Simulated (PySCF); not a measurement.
GeI₂, SMILES [I][Ge][I] (connectivity only; charge and spin as stated), charge -1, multiplicity 2. Atoms are numbered in the order given.

```xyz
3

Ge     0.0000     0.0000     1.3223
I      0.0000     2.1347    -0.3992
I      0.0000    -2.1347    -0.3992
```
Charge -1, spin multiplicity 2.

Coordinates come from a PBE-D3(BJ)/def2-SVPD optimisation. The multiplicity is an assumed one; other spin states were not compared. The isomer is the one that the SMILES or the coordinates give; other isomers of the formula were not compared. The def2 effective core potentials stand for the cores of I; spin–orbit coupling is left out.

All values below come from PBE-D3(BJ)/def2-SVPD (PySCF 2.14.0).

Frequencies are harmonic and unscaled.

Computed vibrational spectrum:
```
mode  ν (cm⁻¹)  IR (km/mol)  moving atoms (share of kinetic energy)
----  --------  -----------  --------------------------------------
1           52          0.1                         I 86 %, Ge 14 %
2          164         42.9                         Ge 68 %, I 32 %
3          175          5.1                         Ge 64 %, I 36 %
```
